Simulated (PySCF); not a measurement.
Rigid-rotor lines calculated for a species of formula C2H6BBrSi (commonest isotopes; PBE0-D3(BJ)/def2-SVP geometry optimisation, gas phase in PySCF), labelled J(Ka,Kc):

```tsv
transition	MHz
2(0,2) ← 1(0,1)	4838.7
2(1,1) ← 1(1,0)	5416.0
2(1,2) ← 1(1,1)	4458.4
1(0,1) ← 0(0,0)	2468.6
1(1,1) ← 0(0,0)	3951.2
```

Task: Find the rotational constants.

Result: 1(0,1) ← 0(0,0) is B + C, 2(1,1) ← 1(1,0) is 3B + C and 2(1,2) ← 1(1,1) is B + 3C, so B − C is half the difference of the last two, 478.8 MHz. 1(1,1) ← 0(0,0) is A + C. A = 2956.3, B = 1473.7, C = 994.9 MHz.

Task: What moments of inertia, asymmetry and inertial defect follow?

Result: I = 505379 MHz·u·Å² over each constant: Ia = 170.95, Ib = 342.93, Ic = 507.97 u·Å²; κ = (2B − A − C)/(A − C) = -0.512 (asymmetric top); Δ = Ic − Ia − Ib = -5.91 u·Å².

Task: Which dipole components do these lines need?

Result: μa and μb (a-type: ΔKa even, ΔKc odd; b-type: both odd). The calculation gives |μa| = 1.44 D, |μb| = 1.45 D, |μc| = 0.01 D.

Task: Predict further lines from these constants: 2(2,1) ← 2(1,2); 2(1,1) ← 2(1,2); 2(2,0) ← 1(1,1); 2(1,1) ← 2(0,2); 2(1,2) ← 1(0,1); 2(2,0) ← 2(1,1); 1(1,0) ← 1(0,1); 2(2,1) ← 1(1,0); 1(1,0) ← 1(1,1); 2(0,2) ← 1(1,1).

Result: 
```json
{"transition": "1(1,0) ← 1(1,1)", "MHz": "479", "type": "a", "branch": "Q"}
{"transition": "2(1,1) ← 2(1,2)", "MHz": "1436", "type": "a", "branch": "Q"}
{"transition": "1(1,0) ← 1(0,1)", "MHz": "1961", "type": "b", "branch": "Q"}
{"transition": "2(1,1) ← 2(0,2)", "MHz": "2539", "type": "b", "branch": "Q"}
{"transition": "2(0,2) ← 1(1,1)", "MHz": "3356", "type": "b", "branch": "R"}
{"transition": "2(2,0) ← 2(1,1)", "MHz": "4546", "type": "b", "branch": "Q"}
{"transition": "2(2,1) ← 2(1,2)", "MHz": "5884", "type": "b", "branch": "Q"}
{"transition": "2(1,2) ← 1(0,1)", "MHz": "5941", "type": "b", "branch": "R"}
{"transition": "2(2,1) ← 1(1,0)", "MHz": "9864", "type": "b", "branch": "R"}
{"transition": "2(2,0) ← 1(1,1)", "MHz": "10441", "type": "b", "branch": "R"}
```

Task: Which structure gave them?

Result: `C=CB([SiH3])Br`. Three constants can't fix a structure by themselves; this is the one that was computed:
```xyz
11
C2H6BBrSi angstrom
C     -1.681   -0.154    0.152
C     -1.132    1.021   -0.207
B      0.393    1.224   -0.280
Si     1.830   -0.145    0.128
Br     1.043    2.964   -0.775
H     -1.060   -1.023    0.397
H     -2.765   -0.299    0.216
H     -1.803    1.856   -0.444
H      1.311   -1.538    0.311
H      2.843   -0.168   -0.972
H      2.532    0.246    1.393
```

The values belong to one conformer with, in the numbering `[CH2:1]=[CH:2][B:3]([SiH3:4])[Br:5]`, C1–C2–B3–Si4 0°. PBE0-D3(BJ)/def2-SVP frequencies: not computed here. No vibrational averaging or centrifugal distortion is included, and the geometry carries the error of its method. A rigid rotor knows nothing of internal rotation, which can split or shift real lines. Quadrupole hyperfine structure (11B, 79Br) is left out.

The run took 41 s of wall time on an Arm Neoverse V1 with one thread, on a shared host, and the process peaked at 0.50 GiB of memory. This is the geometry optimisation.
